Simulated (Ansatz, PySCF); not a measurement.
Dissociation curve of MgN (cation, charge +1), lowest triplet found (which spin is the ground state isn't settled by this scan).

Computed with: UKS-B3LYP/6-311+G** = PySCF with unrestricted B3LYP/6-311+G**, spherical d; UKS-PBE = unrestricted PBE/aug-cc-pVDZ (Ansatz, a quantum-chemistry and plane-wave program); FCI = full CI/aug-cc-pVDZ, frozen core in Ansatz.

Energies relative to the lowest point of each curve between 1.76 and 2.66 Å, where full CI is lowest, in kJ/mol:

```json
[
 {"R / Å": "1.67", "UKS-B3LYP/6-311+G**": "117.7", "UKS-PBE": "114.0"},
 {"R / Å": "1.86", "UKS-B3LYP/6-311+G**": "22.0", "UKS-PBE": "19.9"},
 {"R / Å": "2.02", "UKS-B3LYP/6-311+G**": "0.7", "UKS-PBE": "0.2"},
 {"R / Å": "2.07", "UKS-B3LYP/6-311+G**": "0.0", "UKS-PBE": "0.0"},
 {"R / Å": "2.38", "UKS-B3LYP/6-311+G**": "21.2", "UKS-PBE": "26.1"},
 {"R / Å": "2.66", "UKS-B3LYP/6-311+G**": "47.5", "UKS-PBE": "58.8"},
 {"R / Å": "3.09", "UKS-B3LYP/6-311+G**": "74.4", "UKS-PBE": "93.7"},
 {"R / Å": "3.41", "UKS-B3LYP/6-311+G**": "85.0", "UKS-PBE": "107.8"},
 {"R / Å": "3.72", "UKS-B3LYP/6-311+G**": "90.8", "UKS-PBE": "115.7"},
 {"R / Å": "4.22", "UKS-B3LYP/6-311+G**": "95.5", "UKS-PBE": "122.1"},
 {"R / Å": "4.65", "UKS-B3LYP/6-311+G**": "97.3", "UKS-PBE": "124.4"},
 {"R / Å": "5.33", "UKS-B3LYP/6-311+G**": "98.3", "UKS-PBE": "125.9"}
]
```

Problem. What does FCI give at the same points?

Solution. 1.67: 137.0; 1.86: 31.8; 2.02: 3.8; 2.07: 1.0; 2.38: 10.0; 2.66: 27.9; 3.09: 48.0; 3.41: 56.3; 3.72: 61.0; 4.22: 64.8; 4.65: 66.2; 5.33: 67.4 (kJ/mol).

The unrestricted determinant behind UKS-B3LYP/6-311+G** is spin-contaminated at 1.86 to 7.22 Å (<S²> up to 3.0, against 2.00 for a pure triplet). The unrestricted determinant behind UKS-PBE is spin-contaminated at 2.02 to 7.22 Å (<S²> up to 3.0, against 2.00 for a pure triplet). Also computed but left out beside FCI, since their determinant holds another spin at the minimum (<S²> over 0.7 above the pure value): UHF, UMP2, UCCSD, UCCSD(T), UCCSDT, UCCSDT(Q), UMP2/3-21G.
